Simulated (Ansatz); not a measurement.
`[F][Sn]([Cl])([Cl])[Br]` + `CF` → `[F][Sn]([F])([Cl])[Cl]` + `CBr` at 600 K and 1 bar (formal exchange of groups at the Sn–Br bond).

Gas-phase electronic energies from Ansatz, PBE0-D4/def2-TZVP geometries. CCSD(T)/CBS adds triple-zeta CCSD(T) − MP2 to the extrapolated MP2 energy (def2 sets, frozen cores). This one scheme is used for every species. def2 core potentials past Kr. For Br, Sn outer-core shells are correlated without core-valence functions, which leaves a few kJ/mol of doubt a bond. Scalar relativity is left out up to krypton.

| species | CCSD(T)/CBS energy (Eh) | H − E (kJ/mol) | S (J/(mol·K)) |
| --- | --- | --- | --- |
| `[F][Sn]([Cl])([Cl])[Br]` | -3806.86426 | 66.9 | 460.3 |
| `CF` | -139.63461 | 127.6 | 254.6 |
| `[F][Sn]([F])([Cl])[Cl]` | -1333.31864 | 67.9 | 430.3 |
| `CBr` | -2613.17401 | 124.2 | 281.5 |

H − E and S are ideal-gas, rigid-rotor, harmonic terms from PBE0-D4/def2-TZVP. 1 Eh = 2625.50 kJ/mol, R = 8.31446 J/(mol·K).

Problem. By hand: ΔE, ΔH, ΔS and ΔG.

Solution. ΔE = (-1333.31864) + (-2613.17401) − (-3806.86426) − (-139.63461) = 0.00622 Eh = 16.3 kJ/mol. Δ(H − E) = 67.9 + 124.2 − 66.9 − 127.6 = -2.4, so ΔH = 13.9 kJ/mol. ΔS = 430.3 + 281.5 − 460.3 − 254.6 = -3.1 J/(mol·K). ΔG = 13.9 − 600 × (-3.1)/1000 = 15.8 kJ/mol.

Problem. By hand: the equilibrium constant, and the temperature at which ΔG would vanish if ΔH and ΔS stayed fixed.

Solution. log₁₀ K = −ΔG/(RT ln 10) = -1.4. ΔH and −TΔS have one sign here, so there is no such temperature. One of them is within its doubt of zero, so this could turn.

The number of gas molecules stays the same, so ΔS is small and ΔH decides. A doubt of 5 kJ/mol in ΔE shifts log₁₀ K by 0.4 here. These are equilibria of isolated gas molecules and say nothing of rates. Largest T1 diagnostic: 0.013 (customary marks: 0.02 for closed shells, 0.045 for open ones).
